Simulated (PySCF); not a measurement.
**Basis and Hamiltonian dependence of the electron affinity of Te**

Te⁻ [Kr] 4d10 5s2 5p5 (2P) → Te [Kr] 4d10 5s2 5p4 (3P). All values are computed (PySCF 2.14, energy differences of UHF-based or UKS calculations, no spin-orbit coupling). Values in eV.

| basis | Hamiltonian | functions | UHF | LDA | PBE0 | MP2 (valence) | CCSD(T) (valence) | CCSD(T) (valence and next inner shell) |
| --- | --- | --- | --- | --- | --- | --- | --- | --- |
| aug-cc-pVDZ-PP with ECP28MDF | ECP | 32 | 1.083 | 2.317 | 2.035 | 1.720 | 1.746 | n/a |
| aug-cc-pwCVDZ-PP with ECP28MDF | ECP | 48 | 1.079 | 2.324 | 2.041 | 1.719 | 1.744 | 1.750 |
| aug-cc-pVTZ-PP with ECP28MDF | ECP | 55 | 1.057 | 2.306 | 2.018 | 1.849 | 1.913 | n/a |
| def2-TZVPPD with the def2 core potential (28 electrons) | ECP | 59 | 1.054 | 2.314 | 2.021 | 1.794 | 1.849 | 1.869 |
| aug-cc-pVTZ-DK3 | spin-free X2C | 68 | 1.059 | 2.327 | 2.031 | 1.851 | 1.916 | n/a |
| x2c-TZVPPall with one added diffuse shell each of s, p, d, f type | spin-free X2C | 76 | 1.076 | 2.335 | 2.047 | 1.844 | 1.908 | 1.924 |
| def2-QZVPPD with the def2 core potential (28 electrons) | ECP | 91 | 1.053 | 2.316 | 2.024 | 1.902 | 1.976 | n/a |
| aug-cc-pVQZ-PP with ECP28MDF | ECP | 92 | 1.057 | 2.318 | 2.026 | 1.937 | 2.011 | n/a |
| aug-cc-pVQZ-DK3 | spin-free X2C | 102 | 1.056 | 2.324 | 2.030 | 1.935 | 2.009 | n/a |
| aug-cc-pwCVTZ-DK3 | spin-free X2C | 109 | 1.055 | 2.324 | 2.028 | 1.855 | 1.919 | n/a |
| dyall-av2z | non-relativistic | 130 | 1.194 | 2.409 | 2.149 | 1.807 | 1.824 | n/a |
| aug-cc-pV5Z-PP with ECP28MDF | ECP | 139 | 1.056 | 2.317 | 2.024 | 1.974 | n/a | n/a |
| aug-cc-pwCVQZ-PP with ECP28MDF | ECP | 169 | 1.054 | n/a | n/a | 1.940 | n/a | n/a |

Estimate the row for aug-cc-pVQZ-PP with one added diffuse shell each of s, p, d, f, g type with ECP28MDF (ECP, 117 functions).

From the rows with the same Hamiltonian and similar size; the calculation gives UHF 1.06; LDA 2.32; PBE0 2.03; MP2 (valence) 1.94 (eV).

Extrapolation of CCSD(T) (valence) from aug-cc-pVTZ-PP with ECP28MDF and aug-cc-pVQZ-PP with ECP28MDF: the correlation parts are 0.856 and 0.954 eV; with the X⁻³ form and unrounded values, (4³ × 0.954 − 3³ × 0.856)/(4³ − 3³) = 1.026 eV, and adding the Hartree-Fock value 1.057 eV of the larger basis gives 2.082 eV.

Extrapolation of CCSD(T) (valence) from aug-cc-pVTZ-DK3 and aug-cc-pVQZ-DK3: the correlation parts are 0.857 and 0.953 eV; with the X⁻³ form and unrounded values, (4³ × 0.953 − 3³ × 0.857)/(4³ − 3³) = 1.023 eV, and adding the Hartree-Fock value 1.056 eV of the larger basis gives 2.079 eV.

Frozen in the all-electron rows: valence: [Kr] 4d10; valence and next inner shell: [Ar] 3d10; with a core potential, the same shells as far as they lie outside it.

Non-relativistic rows lack the scalar-relativistic shift.

In most of these bases the highest occupied level of the anion is positive at LDA, so the basis helps to hold the electron.

Between the lowest levels the reference is 1.971 eV (measured; photodetachment measurements, as compiled on the Wikipedia data page of electron affinities); it includes spin-orbit coupling, which these numbers lack.
